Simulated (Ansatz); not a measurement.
Reaction (ligand exchange at a W–Cl bond): `[O]=[W]([F])(=[S])[Cl]` + NH₃ → `[NH2][W](=[O])([F])=[S]` + HCl

Program: Ansatz. Geometries: PBE0-D4/def2-TZVP. ΔE: electronic, gas phase. CCSD(T)/CBS is the MP2 limit (def2-TZVPP, def2-QZVPP) plus CCSD(T) − MP2 in def2-TZVPP, frozen cores. This one scheme is used for every species. DFT in def2-TZVPP. B3LYP here is the variant with VWN-RPA as its local correlation; programs differ in this. HSE06 is defined as in plane-wave codes. Elements past krypton have def2 core potentials. For W outer-core shells are correlated without core-valence functions, which leaves a few kJ/mol of doubt a bond. One conformer a species, not always the lowest.

```tsv
level	ΔE (kJ/mol)	difference from CCSD(T)/CBS
PBE-D4	38.5	2.0
revPBE-D4	38.3	1.8
BLYP-D4	37.1	0.6
r2SCAN-D4	39.5	3.0
B97M-V	43.6	7.1
PBE0-D4	36.6	0.1
B3LYP-D4	35.8	-0.7
r2SCANh-D4	38.6	2.1
r2SCAN0-D4	37.2	0.7
HSE06-D4	37.1	0.6
BHLYP-D4	34.8	-1.7
CAM-B3LYP-D4	29.8	-6.7
ωB97X-V	31.3	-5.2
ωB97M-V	33.2	-3.3
B2PLYP	41.4	4.9
PBE-QIDH	41.1	4.6
PBE	38.8	2.3
revPBE	41.1	4.6
BLYP	38.1	1.6
PBE0	36.8	0.3
B3LYP	36.1	-0.4
r2SCANh	38.8	2.3
r2SCAN0	37.4	0.9
HSE06	37.2	0.7
CAM-B3LYP	29.9	-6.6
LC-ωPBE	28.0	-8.5
RPA@PBE/def2-TZVPP	32.8	-3.7
HF/def2-SVP	24.6	-11.9
MP2/def2-SVP	41.1	4.6
CCSD/def2-SVP	25.4	-11.1
HF/def2-TZVPP	30.3	-6.2
MP2/def2-TZVPP	49.0	12.5
SCS-MP2/def2-TZVPP	44.4	7.9
CCSD/def2-TZVPP	30.0	-6.5
CCSD(T)/def2-TZVPP	34.0	-2.5
HF/def2-QZVPP	31.6	-4.9
MP2/def2-QZVPP	50.8	14.3
SCS-MP2/def2-QZVPP	46.1	9.6
MP2/CBS(def2)	51.5	15.0
CCSD/CBS(def2)	32.5	-4.0
CCSD(T)/CBS	36.5	0
```

Largest T1 diagnostic among the species: 0.022, so the coupled-cluster value is less sure than usual.

From BLYP to BHLYP (50 % exact exchange), in def2-TZVPP and without D4, ΔE moves by −4.4 kJ/mol. In def2-TZVPP, CCSD(T) changes the Hartree–Fock value by +3.7 kJ/mol (the triples alone add +4.0 kJ/mol) and MP2 by +18.7 kJ/mol.
